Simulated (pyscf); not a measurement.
Thermochemistry of product channels of F–Sn(F)(F)–F (SMILES [F][Sn]([F])([F])[F]) + GeH₂ (SMILES [GeH2]) [singlet] on the singlet surface, in kcal/mol, from ωB97M-D3(BJ)/def2-TZVP energies (ideal gas, 1 atm, RRHO with modes under 100 cm⁻¹ raised to 100, one conformer, R ln 2 for chiral ones without a mode under 150 cm⁻¹). Optimised with ωB97X-D3(BJ)/def2-SVP in PySCF.

```csv
products,ΔE,ΔH(298 K),ΔG(298 K),ΔG(600 K)
F–GeH₂–F (SMILES [F][GeH2][F]) + F–Sn:–F (SMILES [F][Sn][F]) [singlet],…,-64.6,-65.5,-66.1
F–GeH₂–Sn(F)(F)–F (SMILES [F][GeH2][Sn]([F])([F])[F]),…,-52.8,-43.0,-33.3
```

Task: Fill in the missing entries.

Result: 
- F–GeH₂–F (SMILES [F][GeH2][F]) + F–Sn:–F (SMILES [F][Sn][F]) [singlet], ΔE: -66.6
- F–GeH₂–Sn(F)(F)–F (SMILES [F][GeH2][Sn]([F])([F])[F]), ΔE: -55.9

These are energies of the channels, which say nothing of barriers. F–GeH₂–Sn(F)(F)–F may be a fragile minimum: a first optimisation, from another start, lost the drawn bonds and fell apart. Elements up to Kr have no core potential and no relativistic terms here. Elements past Kr carry the def2 core potentials, without spin-orbit coupling.
